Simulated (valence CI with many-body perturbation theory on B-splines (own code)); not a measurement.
**Energy levels of Au38+**

Calculated by configuration interaction combined with many-body perturbation theory (CI+MBPT): five valence electrons over a frozen Dirac-Fock core [Kr], radial functions for each j: 7 s, 7 p, 8 d, 6 f, 4 g, 1 h, with the one-electron correlation potential Σ1 (screened to all orders), the two-electron term Σ2, the three-electron term Σ3, Breit, model QED; selected single and double excitations, second order for the rest (own B-spline code, finite nucleus).

No measured spectrum was set against this ion. As an estimate, large intervals hold to a few tenths of a per cent, small ones and those within an open d or f shell to about a per cent. Only levels of the ground parity were solved; by the run's estimate the other parity begins above the list, which can be wrong where configurations are misplaced.

Levels 1 to 37 of 37, with energies above the lowest level, (4d3/2^4 4d5/2) J=5/2. "Leading %" is the weight of the configuration and term that name the level; weights of strongly mixed levels are sums over their largest components and can fall short. In the jj column 3d3/2^4 stands for four electrons in 3d with j = 3/2.

```
No.  Configuration  Term     J  E (cm⁻¹)  Leading %               Leading jj  Second component
  1            4d⁵    ⁴P   5/2         0         26     4d3/2^4 4d5/2 (95 %)       24 % 4d⁵ ²D
  2            4d⁵    ⁶S   5/2    158870         37   4d3/2^3 4d5/2^2 (92 %)       22 % 4d⁵ ²F
  3            4d⁵    ⁴G   7/2    199610         33   4d3/2^3 4d5/2^2 (99 %)       24 % 4d⁵ ²F
  4            4d⁵    ⁴D   3/2    204430         40   4d3/2^3 4d5/2^2 (98 %)       29 % 4d⁵ ⁴P
  5            4d⁵    ²H  11/2    208210         43   4d3/2^3 4d5/2^2 (98 %)       34 % 4d⁵ ⁴G
  6            4d⁵    ²G   9/2    222780         30   4d3/2^3 4d5/2^2 (97 %)       29 % 4d⁵ ⁴G
  7            4d⁵    ²D   5/2    233210         31   4d3/2^3 4d5/2^2 (94 %)       28 % 4d⁵ ⁴D
  8            4d⁵    ⁴P   1/2    242760         42   4d3/2^3 4d5/2^2 (91 %)       30 % 4d⁵ ²S
  9            4d⁵    ²F   7/2    248700         40   4d3/2^3 4d5/2^2 (97 %)       33 % 4d⁵ ²G
 10            4d⁵    ²D   3/2    302190         60   4d3/2^3 4d5/2^2 (89 %)       21 % 4d⁵ ⁴F
 11            4d⁵    ⁶S   5/2    356250         32   4d3/2^2 4d5/2^3 (91 %)       28 % 4d⁵ ²D
 12            4d⁵    ⁴D   7/2    384500         52   4d3/2^2 4d5/2^3 (99 %)       41 % 4d⁵ ⁴G
 13            4d⁵    ²I  11/2    390080         50   4d3/2^2 4d5/2^3 (98 %)       49 % 4d⁵ ⁴G
 14            4d⁵    ⁴G   9/2    395200         61   4d3/2^2 4d5/2^3 (97 %)       36 % 4d⁵ ²G
 15            4d⁵    ⁴D   1/2    405900         77   4d3/2^2 4d5/2^3 (97 %)       16 % 4d⁵ ²S
 16            4d⁵    ²I  13/2    410390        100  4d3/2^2 4d5/2^3 (100 %)                  
 17            4d⁵    ⁴P   3/2    413560         53   4d3/2^2 4d5/2^3 (97 %)       34 % 4d⁵ ⁴F
 18            4d⁵    ²F   5/2    416930         42   4d3/2^2 4d5/2^3 (97 %)       31 % 4d⁵ ⁴D
 19            4d⁵    ²H   9/2    437970         52   4d3/2^2 4d5/2^3 (99 %)       47 % 4d⁵ ⁴F
 20            4d⁵    ²G   7/2    444310         61   4d3/2^2 4d5/2^3 (99 %)       35 % 4d⁵ ²F
 21            4d⁵    ⁴F   5/2    448850         64   4d3/2^2 4d5/2^3 (98 %)       26 % 4d⁵ ²D
 22            4d⁵    ²D   3/2    451730         85   4d3/2^2 4d5/2^3 (89 %)       12 % 4d⁵ ⁴D
 23            4d⁵    ⁴P   1/2    470270         43   4d3/2^2 4d5/2^3 (85 %)       38 % 4d⁵ ²P
 24            4d⁵    ²G   7/2    473080         46   4d3/2^2 4d5/2^3 (96 %)       34 % 4d⁵ ²F
 25            4d⁵    ²G   9/2    500720         78   4d3/2^2 4d5/2^3 (97 %)       12 % 4d⁵ ²H
 26            4d⁵    ²P   3/2    547370         74   4d3/2^2 4d5/2^3 (97 %)       24 % 4d⁵ ²D
 27            4d⁵    ²D   5/2    558660         74   4d3/2^2 4d5/2^3 (87 %)       12 % 4d⁵ ⁴D
 28            4d⁵    ⁴P   5/2    587070         32     4d3/2 4d5/2^4 (91 %)       30 % 4d⁵ ²F
 29            4d⁵    ²F   7/2    616250         29     4d3/2 4d5/2^4 (99 %)       28 % 4d⁵ ⁴F
 30            4d⁵    ²D   3/2    625680         31     4d3/2 4d5/2^4 (97 %)       30 % 4d⁵ ⁴D
 31            4d⁵    ²H  11/2    625690         56     4d3/2 4d5/2^4 (99 %)       27 % 4d⁵ ²I
 32            4d⁵    ²G   9/2    646610         54     4d3/2 4d5/2^4 (96 %)       18 % 4d⁵ ⁴F
 33            4d⁵    ²D   5/2    660960         61     4d3/2 4d5/2^4 (92 %)       23 % 4d⁵ ²F
 34            4d⁵    ²G   7/2    671450         53     4d3/2 4d5/2^4 (97 %)       34 % 4d⁵ ²F
 35            4d⁵    ²P   1/2    695140         51     4d3/2 4d5/2^4 (91 %)       35 % 4d⁵ ²S
 36            4d⁵    ²D   3/2    748980         74     4d3/2 4d5/2^4 (95 %)       17 % 4d⁵ ²P
 37            4d⁵    ²D   5/2    845310         40           4d5/2^5 (95 %)       23 % 4d⁵ ²F
```

The ionisation energy to 4d⁴ ³P0 of the next ion comes out as 1759.8 eV (NIST: 1758 ± 4 eV (theoretical)). All 37 levels together are meant to be complete up to 879130 cm⁻¹.
